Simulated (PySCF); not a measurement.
## Fractional electron number in Cr (chromium, neutral)

The 4s alpha orbital of [Ar] 3d5 4s1 is emptied in steps (occupation f), with all orbitals relaxed, ending at [Ar] 3d5. Calculation: PySCF 2.14, in jorge-DZP-DKH; scalar relativity by spin-free X2C-1e. The exact energy is a straight line in f; departures are measured from the line between the end points of the same method.

| f | PBE0 (eV) | r2SCAN (eV) | LC-wPBE (eV) |
| --- | --- | --- | --- |
| 1 | 0.000 | 0.000 | 0.000 |
| 0.9 | -0.198 | -0.249 | -0.003 |
| 0.7 | -0.463 | -0.583 | -0.005 |
| 0.5 | -0.553 | -0.697 | -0.004 |
| 0.3 | -0.465 | -0.588 | -0.001 |
| 0.1 | -0.199 | -0.252 | 0.000 |
| 0 | 0.000 | 0.000 | 0.000 |

```csv
method,E(f=0) − E(f=1) (eV),−ε at f=1 (eV),−ε at f=0.5 (eV)
PBE0,6.870,4.675,6.864
r2SCAN,7.066,4.301,7.049
LC-wPBE,6.577,6.540,6.587
```

Orbital energy along the path (eV):

| f | PBE0 | r2SCAN | LC-wPBE |
| --- | --- | --- | --- |
| 1 | -4.675 | -4.301 | -6.540 |
| 0.9 | -5.107 | -4.847 | -6.553 |
| 0.7 | -5.980 | -5.944 | -6.575 |
| 0.5 | -6.864 | -7.049 | -6.587 |
| 0.3 | -7.754 | -8.181 | -6.587 |
| 0.1 | -8.644 | -9.309 | -6.579 |
| 0 | -9.071 | -9.862 | -6.579 |

Reference removal energy between the ground levels: 6.767 eV (measured; NIST Atomic Spectra Database, ionization energies).
